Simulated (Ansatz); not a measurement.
Z-matrix (Å, degrees):
```
C
O 1 1.397
H 1 1.100 2 112.4
H 1 1.095 2 109.1 3 -119.1
H 1 1.100 2 112.4 3 121.8
Sn 2 1.984 1 126.2 3 -60.9
N 6 2.019 2 96.0 1 -0.0
H 7 1.009 6 125.6 2 -0.0
H 7 1.008 6 123.3 2 -179.9
```

Charge 0, multiplicity 1. Sn: def2 effective core potential.

**Question.** List the r2SCAN/def2-TZVPP orbital energies in eV (Ansatz). (Estimate.)

**Answer.** The calculation gave: Occupied: -515.00, -384.76, -273.87, -136.64, -91.59, -91.43, -91.31, -26.53, -25.99, -25.87, -25.78, -25.66, -24.78, -21.39, -16.91, -12.53, -12.10, -10.82, -10.54, -10.34, -6.93, -6.63, -6.33, -6.13. Lowest empty: -2.12, -0.39, 0.41, 2.05, 2.42, 3.22, 3.36, 3.73.
